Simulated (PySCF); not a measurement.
## Electronic absorption of C7H13F

Compound: C7H13F.
Numbering: `[CH2:1]=[CH:2][CH2:3][C@@H:4]([CH2:5][CH3:6])[CH2:7][F:8]` (hydrogens: H9, H10 on C1; H11 on C2; H12, H13 on C3; H14 on C4; H15, H16 on C5; H17, H18, H19 on C6; H20, H21 on C7)

Method: TDDFT CAM-B3LYP/def2-SVPD, vertical, gas phase, core orbitals frozen in the response (PySCF 2.14.0, density-fitted response routines). The structure is a single PBE0-D3(BJ)/def2-SVP conformer in the gas phase; no vibrational or solvent corrections. Torsions of this conformer, `[CH2:1]=[CH:2][CH2:3][C@@H:4]([CH2:5][CH3:6])[CH2:7][F:8]`: C1–C2–C3–C4 123°, C2–C3–C4–C5 172°, C3–C4–C5–C6 -68°, C3–C4–C7–F8 176°.

```
state  λ (nm)  E (eV)       f  main configurations (H = HOMO, L = LUMO)
   S1   169.5    7.31   0.319                    H→L (66%), H→L+1 (24%)
   S2   168.3    7.37   0.159       H→L+3 (32%), H→L+1 (32%), H→L (29%)
   S3   161.5    7.68  0.0025                  H→L+2 (64%), H→L+3 (13%)
   S4   153.5    8.08  0.0013      H-4→L (45%), H-1→L (28%), H-6→L (9%)
   S5   152.6    8.13   0.015     H→L+3 (26%), H→L+5 (22%), H→L+1 (19%)
   S6   146.6    8.46  0.0009                   H→L+4 (66%), H→L+5 (9%)
```

The lowest singlet lies at 7.31 eV (170 nm, vacuum ultraviolet) and is strong; its leading configuration is HOMO→LUMO (66%). The lowest level is also the most intense of those listed (f = 0.319). Löwdin shares by element: HOMO carbon 77% or more (atoms not listed hold the other 23%); LUMO carbon 62% or more, hydrogen 14% or more (atoms not listed hold the other 24%). Orbital energies (eV): HOMO-3 -10.82, HOMO-2 -10.62, HOMO-1 -10.42, HOMO -8.89, LUMO 1.20, LUMO+1 1.46, LUMO+2 1.66. Of the 6 states listed, 3 reach f = 0.01 and none stays under 0.0005. The oscillator strengths of these states sum to 0.497; summed over the whole spectrum of an exact calculation they would give the number of electrons, 64 (Thomas–Reiche–Kuhn). No computed singlet lies in the visible range (380 to 750 nm); the lowest, at 170 nm, stands 4.05 eV above its violet end (3.26 eV). The window holds the lowest 6 singlets.

Time: 3.0 min of wall time; peak memory 1.3 GiB. Hardware: one thread, Intel Xeon at 2.50 GHz (x86_64), on a shared host.
